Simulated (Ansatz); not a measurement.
**Relative stability**

The two ends of one reaction step of BH$_{4}$SeF, singlet (PBE0-D4/def2-TZVP).

A:

```xyz
7
angstrom
B -0.9892 -0.2080 0.5556
F 1.7657 -1.1406 -1.4100
H -1.7911 -0.8104 -0.0835
H -0.6520 -0.5106 1.6530
H 1.2483 -0.3988 -1.1943
Se -0.2479 1.3337 -0.3001
H 0.6662 1.7347 0.7793
```

B:

B1  (-0.445, -0.904, 0.278)
F2  (0.747, -1.488, 0.009)
H3  (-1.323, -1.050, -0.534)
H4  (-0.725, -0.735, 1.437)
H5  (0.614, 1.222, -1.489)
Se6  (-0.074, 1.413, -0.205)
H7  (1.206, 1.543, 0.504)
(Å)

Program: Ansatz 0.2.0. Basis: def2-TZVPP. Cores are frozen in the correlated methods. Filled d shells of the heavier atoms are correlated. The def2 sets are not built for correlating such inner shells, so the correlated values are less sure here. B3LYP uses VWN-RPA correlation.

Question: Which structure is lower at CCSD(T), and by how much? (An estimate is asked for; the value comes from the calculation.)

Answer: By the calculation: B, by 0.519 eV (electronic energy, against the other). By their contacts, A is a complex of BH₃Se ([BH2][SeH]) + HF and B is BH₄SeF ([F][BH2][SeH2]).

All methods give the same order:

| method | E(B) − E(A) (eV) |
| --- | --- |
| SPW92 | -0.764 |
| PBE-D4 | -0.585 |
| BLYP-D4 | -0.589 |
| r2SCAN-D4 | -0.628 |
| B97M-V | -0.617 |
| PBE0-D4 | -0.569 |
| B3LYP-D4 | -0.585 |
| r2SCAN0-D4 | -0.603 |
| BHLYP-D4 | -0.587 |
| CAM-B3LYP-D4 | -0.628 |
| wB97X-V | -0.589 |
| wB97M-V | -0.593 |
| B2PLYP | -0.544 |
| PBE-QIDH | -0.542 |
| RPA on PBE | -0.533 |
| HF | -0.482 |
| MP2 | -0.492 |
| CCSD | -0.519 |
| CCSD(T) | -0.519 |

T1 diagnostic: at most 0.012.

Labels in which every atom is bracketed show which atoms are joined, not bond orders.

For scale, one of the runs: CCSD(T)/def2-TZVPP, 166 basis functions, launched by `ansatz run in.yaml --threads 2 --pin off --events-out ev --progress --plain --max-ram 4352MiB`. The run took 42 s on 2 CPU threads of an Arm Neoverse V2 (shared host), with 1.4 GiB of host memory at its peak.
